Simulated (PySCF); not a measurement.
Al(Cl) cation (AlCl), SMILES [Al][Cl] (connectivity only; charge and spin as stated), charge +1, multiplicity 2.

Coordinates come from a PBE0-D3(BJ)/def2-TZVPD optimisation. The multiplicity is an assumed one; other spin states were not compared.

Two levels are set side by side: PBE/def2-TZVPD (PySCF) and PBE0/def2-TZVPD (PySCF). Same geometry, gas phase. Differences are taken from unrounded values.

```tsv
quantity	PBE0
α-spin orbital gap (eV)	6.45
β-spin orbital gap (eV)	4.64
mean polarisability (bohr³)	35.0
```

Question: What does PBE give, and how far is it from PBE0? (Estimate from the structure and the level; the computed values follow.)

Answer: 
| quantity | PBE | PBE minus PBE0 |
|---|---|---|
| α-spin orbital gap (eV) | 4.54 | -1.91 |
| β-spin orbital gap (eV) | 2.41 | -2.22 |
| mean polarisability (bohr³) | 35.8 | 0.8 |

Rough cost on one machine, each run with all the roots and properties that it gave: PBE0 against PBE within a factor of 2.
